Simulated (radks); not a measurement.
The numbers below are computed, except where a source is named.
The nickel ion Ni2+ inside a hard spherical wall (all orbitals vanish at R), configuration held at [Ar] 3d8 and not refilled when levels cross. Code: a radial shooting solver on a logarithmic mesh with Libxc functionals. Model: scalar-relativistic Kohn-Sham, r2SCAN, spin-unpolarised, spherical densities, finite nucleus; meta-GGA in the generalised Kohn-Sham scheme; Fermi nuclear charge, rms radius 3.7757 fm. Eigenvalues in eV, with the zero of energy where the potential of the charges vanishes at infinity; a dash marks a level that is unbound or too diffuse for the functional's potential to be trusted. A positive occupied level is held by the wall or, in an anion where self-interaction has pushed it up, behind a barrier. The pressure on the wall is -dE/dV.

R (bohr),E (hartree),kinetic (hartree),e(2p),e(3s),e(3p),e(3d),"e(4s, empty)","e(4p, empty)",pressure (GPa)
free,-1519.78488,1540.956,-871.00,-134.42,-93.284,-28.405,-20.797,-14.117,0
20,-1519.78488,1540.956,-871.00,-134.42,-93.284,-28.405,-20.797,-14.117,< 0.0001
6,-1519.78480,1540.957,-870.99,-134.41,-93.277,-28.398,-20.740,-13.844,0.0135
5,-1519.78389,1540.967,-870.93,-134.36,-93.225,-28.348,-20.443,-13.067,0.226
4,-1519.77380,1541.050,-870.47,-133.97,-92.843,-27.970,-18.832,-10.163,3.87
3.5,-1519.74838,1541.220,-869.62,-133.27,-92.164,-27.275,-16.274,-6.327,16.6
3,-1519.66390,1541.705,-867.52,-131.61,-90.557,-25.559,-10.316,1.690,76.1
2.5,-1519.36502,1543.224,-862.27,-127.75,-86.767,-21.264,4.382,19.707,405
1.5,-1511.50210,1576.249,-802.17,-86.940,-43.767,28.650,176.94,200.74,30200
